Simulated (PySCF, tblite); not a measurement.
Isomers of C6H12N (doublet state), one GFN2-xTB conformer each. Single-point energies are computed at B3LYP/pcH-1 (PySCF, gas phase, no added dispersion term), electronic only. GFN2-xTB treats the open shell by occupation alone, and not every SCF solution was tested for stability.

Question: Rank them by B3LYP/pcH-1 energy, lowest first (kcal/mol).
A. `[CH3:1][C:2]1[CH2:3][CH:4]([CH2:5][NH2:6])[CH2:7]1` (doublet state) with C3–C4–C5–N6 175°, C4–C5–N6–H 60° and -58°
B. `[CH2:1]=[C:2]([CH2:3][CH3:4])[CH2:5][CH2:6][NH:7]` (doublet state) with C1–C2–C3–C4 -98°, C1–C2–C5–C6 27°, C2–C5–C6–N7 -60°, C5–C6–N7–H -48°

Answer: A (0.0), B (2.0).

As drawn, the lower has a four-membered ring, which the higher lacks. Neighbours under 5.0 kcal/mol apart (C[C]1CC(CN)C1 and C=C(CC)CC[NH]) can change places with a better method, another conformer or zero-point energy. GFN2-xTB itself gives, in the same order: 0.0, 12.7. Both levels put the same isomer lowest.

Question: What happens when harmonic zero-point energies from GFN2-xTB frequencies are added?

Answer: 
```
       SMILES  ZPE (kcal/mol)  electronic (kcal/mol)  with ZPE (kcal/mol)
C[C]1CC(CN)C1           104.6                    0.0                  0.0
C=C(CC)CC[NH]           103.7                    2.0                  1.1
```

The zero-point energies span 0.9 kcal/mol. The order is unchanged.
